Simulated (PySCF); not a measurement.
One of the candidates below gave these computed data.

All candidates are C6H7F3.

| technique | computed result |
| --- | --- |
| Dipole | 3.43 D [PBE0/def2-SVPD] |
| 13C NMR | chemical shifts (computed TMS as zero) by class: 165.9 (1 C), 133.4 (1 C), 119.7 (1 C), 31.6 (1 C), 31.2 (1 C), 17.1 (1 C) ppm [GIAO PBE0/pcSseg-1] |
| NMR, other nuclei | isotropic shieldings of nuclei other than C and H, by class: 247 (3 F) ppm [GIAO PBE0/pcSseg-1] |
| Rotational structure | rotational constants A, B, C: 3.740, 0.921, 0.861 GHz [GFN2-xTB] |
| Triplet | lowest triplet excitation (Tamm–Dancoff): 4.13 eV [TDA PBE0/def2-SVPD] |
| Polarisability | 72.0 au [PBE0/def2-SVPD] |
| 1H NMR | chemical shifts (computed TMS as zero) by class: 5.58 (1 H), 3.16 (2 H), 2.94 (2 H), 2.15 (2 H) ppm [GIAO PBE0/pcSseg-1] |

Gas-phase values; electronic properties from PySCF, density fitting. Levels stand in brackets. Isolated species at its GFN2-xTB geometry, gas phase. NMR classes are plain means over equivalent atoms (diastereotopic ones count apart unless rotation or inversion swaps them), as if these changed places fast.

Question: Which candidate is it?
A. `FC(F)(F)C=C1CCC1`
B. `C=CC1(C(F)(F)F)CC1`
C. `F[C@@H]1[C@H](F)C=CC[C@@H]1F`

Answer: A. It is `FC(F)(F)C=C1CCC1`. Numbering: `[F:1][C:2]([F:3])([F:4])[CH:5]=[C:6]1[CH2:7][CH2:8][CH2:9]1`. Its formula, C6H7F3, gives 2 degrees of unsaturation: 1 ring and 1 π bond in the structure found. 6 carbons fall into 6 classes; from least to most shielded: fully substituted alkene carbon [C6] (165.9 ppm), CF3 carbon [C2] (133.4 ppm), alkene CH carbon [C5] (119.7 ppm), allylic carbon [C7] (31.6 ppm), allylic carbon [C9] (31.2 ppm), four-membered-ring carbon [C8] (17.1 ppm). Hydrogen classes from least to most shielded: 1 H on an alkene CH carbon, C5 (5.58 ppm), 2 H on an allylic carbon, C7 (3.16 ppm), 2 H on an allylic carbon, C9 (2.94 ppm), 2 H on a four-membered-ring carbon, C8 (2.15 ppm). The other shieldings belong to: 247 ppm, fluorine of a CF3 group [F1/F3/F4]. The optimised geometry has point group C1 and is an asymmetric top.

The others, at the same levels:
- `C=CC1(C(F)(F)F)CC1` fails: it has 5 carbon classes against 6; its computed 13C shifts are 145.3 (1 C), 136.8 (1 C), 116.0 (1 C), 27.6 (1 C), 20.5 (2 C) ppm, 1H shifts are 6.91 (1 H), 5.38 (1 H), 4.93 (1 H), 1.45 (2 H), 0.86 (2 H) ppm and rotational constant A is 2.479 GHz (against 3.740 GHz).
- `F[C@@H]1[C@H](F)C=CC[C@@H]1F` fails: its computed 13C shifts are 134.9 (1 C), 133.7 (1 C), 93.5 (1 C), 92.3 (1 C), 92.0 (1 C), 32.8 (1 C) ppm, 1H shifts are 6.12 (1 H), 6.07 (1 H), 5.44 (1 H), 5.25 (1 H), 4.70 (1 H), 3.04 (1 H), 2.59 (1 H) ppm and rotational constant A is 2.493 GHz (against 3.740 GHz).

Each candidate is one conformer, not necessarily the lowest. Dipoles, sizes and rotational constants follow the conformer. The torsions of the flexible species, by atom-mapped SMILES:
- `[F:1][C:2]([F:3])([F:4])[CH:5]=[C:6]1[CH2:7][CH2:8][CH2:9]1`: F1–C2–C5–C6 21°
- `[CH2:1]=[CH:2][C:3]1([C:4]([F:5])([F:6])[F:7])[CH2:8][CH2:9]1`: C1–C2–C3–C4 179°, C2–C3–C4–F5 -61°

The conformers of `F[C@@H]1[C@H](F)C=CC[C@@H]1F` aren't listed.
